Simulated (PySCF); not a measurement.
Cl₃FGe. Atoms are numbered in the order given.

```xyz
5

F      0.0000     0.0000     1.9326
Ge     0.0000     0.0000     0.1947
Cl     1.7622     1.0174    -0.4632
Cl    -1.7622     1.0174    -0.4632
Cl     0.0000    -2.0349    -0.4632
```
Charge 0, spin multiplicity 1.

The structure is a stationary point at PBE-D3(BJ)/def2-SVP.

Method: PBE-D3(BJ)/def2-SVP (PySCF).

Frequencies are harmonic and unscaled.

Modes within 1.5 cm⁻¹ of each other (mostly degenerate sets) share a row, with their intensities summed.

| mode | ν (cm⁻¹) | IR (km/mol) | moving atoms (share of kinetic energy) |
|---|---|---|---|
| 1–2 | 126 | 0.8 | Cl 82 %, F 12 % |
| 3 | 163 | 5.2 | Cl 57 %, Ge 34 %, F 9 % |
| 4–5 | 204 | 33.8 | F 56 %, Cl 29 %, Ge 15 % |
| 6 | 389 | 4.7 | Cl 89 % |
| 7–8 | 456 | 175.1 | Cl 58 %, Ge 42 % |
| 9 | 714 | 64.1 | F 78 %, Ge 22 % |
